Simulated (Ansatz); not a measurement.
Consider the atomization: `C[S][SbH][CH3]` → 2 C• + 7 H• + S• + Sb•.

Program: Ansatz. Geometries: PBE0-D4/def2-TZVP. ΔE: electronic, gas phase. CCSD(T)/CBS is the MP2 limit (def2-TZVPP, def2-QZVPP) plus CCSD(T) − MP2 in def2-TZVPP, frozen cores. This one scheme is used for every species, atoms too. Functionals use def2-TZVPP. B3LYP here is the variant with VWN-RPA as its local correlation; programs differ in this. No spin–orbit coupling; open shells (•) take unrestricted orbitals. Spin–orbit coupling would lower the free atoms: a little for C, S. def2 core potentials past Kr. Bonds to Sb are less sure, by a few kJ/mol each and by 10 to 20 or more in all where they break to atoms, as the def2 sets lack core-valence functions. Each species was taken in one conformer, which may not be the lowest.

Question: What is ΔE at CCSD(T)/CBS? (Estimate.)

Answer: The calculation gave: +37.77 eV.

Question: What do these levels give: PBE0-D4, B3LYP-D4, ωB97X-V, PBE, PBE0, B3LYP, HF/def2-TZVPP, SCS-MP2/def2-TZVPP, HF/def2-QZVPP, HF/CBS(def2), MP2/CBS(def2), CCSD/CBS(def2)? (Best estimate.)

Answer: Ansatz gave: PBE0-D4 37.73, B3LYP-D4 37.81, ωB97X-V 37.91, PBE 38.05, PBE0 37.51, B3LYP 37.38, HF/def2-TZVPP 26.97, SCS-MP2/def2-TZVPP 36.77, HF/def2-QZVPP 27.03, HF/CBS(def2) 27.04, MP2/CBS(def2) 37.77, CCSD/CBS(def2) 37.20 eV.

Largest T1 diagnostic among the species: 0.012.

The D4 term adds +0.43 eV with B3LYP and +0.23 eV with PBE0; it sums over pairs of atoms, weighted by their polarisabilities, and B3LYP, whose exchange is more repulsive, gets the larger term. In def2-TZVPP, CCSD(T) changes the Hartree–Fock value by +9.69 eV (the triples alone add +0.57 eV) and MP2 by +9.70 eV; breaking electron pairs costs correlation energy, which Hartree–Fock lacks.

For atomizations the MP2-based limit and the directly extrapolated one differ by several kJ/mol either way, and by 10 to 25 for some Ge, Se and Sn compounds, so smaller differences from it don't rank the levels.
